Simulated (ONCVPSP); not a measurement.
**Debugging a pseudopotential input (Sc, ONCVPSP 4.0.1)**

Command:

```bash
oncvpsp.x < Sc.dat > Sc.out
```

Input:

```
# ATOM AND REFERENCE CONFIGURATION
# atsym  z   nc   nv     iexc    psfile
  Sc 21.00    4    3        4      upf
#
#   n    l    f
    1    0    2.00
    2    0    2.00
    2    1    6.00
    3    0    2.00
    3    1    6.00
    3    2    1.00
    4    0    2.00
#
# PSEUDOPOTENTIAL AND OPTIMIZATION
# lmax
    3
#
#   l,   rc,      ep,       ncon, nbas, qcut
    0    3.50    0.00    4    8    1.60
    1    1.60    0.00    4    7   10.80
    2    1.60    0.00    4    9   10.60
    3    2.85    0.03    3    6    4.10
#
# LOCAL POTENTIAL
# lloc, lpopt,  rc(5),   dvloc0
    2    5    1.60    0.00
#
# VANDERBILT-KLEINMAN-BYLANDER PROJECTORs
# l, nproj, debl
    0    2    1.40
    1    2    1.00
    2    0    0.50
    3    2    1.30
#
# MODEL CORE CHARGE
# icmod, fcfact, rcfact
    1    0.40    0.00
#
# LOG DERIVATIVE ANALYSIS
# epsh1, epsh2, depsh
   -3.00    5.00    0.02
#
# OUTPUT GRID
# rlmax, drl
    6.00    0.00
#
# TEST CONFIGURATIONS
# ncnf
    4
# nvcnf
#   n    l    f
    3
    3    1    6.00
    3    2    1.00
    4    0    1.00
#
    3
    3    1    6.00
    3    2    1.00
    4    0    0.00
#
    3
    3    1    6.00
    3    2    0.00
    4    0    0.00
#
    3
    3    1    6.00
    3    2    1.00
    4    0    1.50
#
```

This is an input that runs to its end, with one change: drl set to zero. The unchanged file is no sound one. Note: ghosts flagged at negative energy: s at -87.5 eV; GHOST(+) flagged for s at 58.0 eV, f at 122.6 eV. A true bound ghost makes a file unfit for plane-wave use.

Question: How does the run end?

Answer: The program refuses the input: "test_data: must have drl > 0.0".

```
ONCVPSP  (Optimized Norm-Conservinng Vanderbilt PSeudopotential)
scalar-relativistic version 4.0.1

test_data: must have drl > 0.0
ERROR: test_data found   1 ERROR; stopping
```
